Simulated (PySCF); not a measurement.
Species: BCl2(OMe), CH3BCl2O.
InChI=1S/CH3BCl2O/c1-5-2(3)4/h1H3

Method: TDDFT wB97X-D/def2-SVPD, vertical, gas phase, core orbitals frozen in the response in PySCF 2.14.0, density-fitted response routines. The structure is a single PBE0-D3(BJ)/def2-SVP conformer in the gas phase; no vibrational or solvent corrections.

Computed states:

```
state  E (eV)       f
   S1    7.18  0.0000
   S2    8.04  0.0090
   S3    8.06   0.152
   S4    8.16  0.0046
   S5    8.24   0.122
   S6    8.39   0.080
   S7    8.62   0.048
   S8    8.80   0.011
   S9    9.16   0.157
  S10    9.31   0.023
```

Broadening: Gaussians 0.5 eV wide at half height, area fixed by f = 4.319×10⁻⁹ ∫ε dν̃. The cross-section is σ = 3.8235×10⁻²¹ ε cm², given in Mb (10⁻¹⁸ cm²). The width is an assumption, not a result. The curve ends short of the highest state used, and states not computed would add to its high-energy end.

Question: Give the broadened spectrum and its maxima.

Answer: 
λ (nm), σ (Mb) and a bar:
```
    142.4      23.10 ###########
    143.3      26.30 ############
    144.2      30.64 ##############
    145.1      35.83 #################
    146.0      41.57 ###################
    146.9      47.49 ######################
    147.8      53.18 #########################
    148.8      58.67 ###########################
    149.7      62.36 #############################
    150.6      64.45 ##############################
    151.5      64.65 ##############################
    152.4      62.87 #############################
    153.3      59.21 ###########################
    154.2      53.95 #########################
    155.2      46.77 ######################
    156.1      39.67 ##################
    157.0      32.50 ###############
    157.9      25.73 ############
    158.8      19.67 #########
    159.7      14.53 #######
    160.7       9.98 #####
    161.6       6.87 ###
    162.5       4.57 ##
    163.4       2.95 #
    164.3       1.84 #
    165.2       1.12 #
    166.1       0.66 
    167.1       0.36 
    168.0       0.20 
    168.9       0.11 
    169.8       0.06 
    170.7       0.03 
    171.6       0.02 
    172.5       0.01 
    173.5       0.01 
    174.4       0.01 
    175.3       0.01 
    176.2       0.01 
    177.1       0.00 
    178.0       0.00 
    178.9       0.00 
    179.9       0.00 
    180.8       0.00 
    181.7       0.00 
    182.6       0.00 
    183.5       0.00 
    184.4       0.00 
    185.4       0.00 
    186.3       0.00 
    187.2       0.00 
    188.1       0.00 
    189.0       0.00 
    189.9       0.00 
    190.8       0.00 
    191.8       0.00 
    192.7       0.00
```

Maxima: 151 nm (8.20 eV), ε about 17000, made up of S3 (39%), S5 (38%) and S6 (17%) (ε in L mol⁻¹ cm⁻¹; maxima over ε = 5, shares over 10%).

Question: What would ε be at 8.20 eV, the highest of these maxima, with half the width (0.25 eV)?

Answer: About 21700 L mol⁻¹ cm⁻¹ against 16900, a factor of about 1.3; a lone state at its own centre would give exactly 2.

Question: Coming from long wavelengths, where does ε first pass 100 L mol⁻¹ cm⁻¹?

Answer: At about 167 nm (7.43 eV), 0.24 eV above S1.
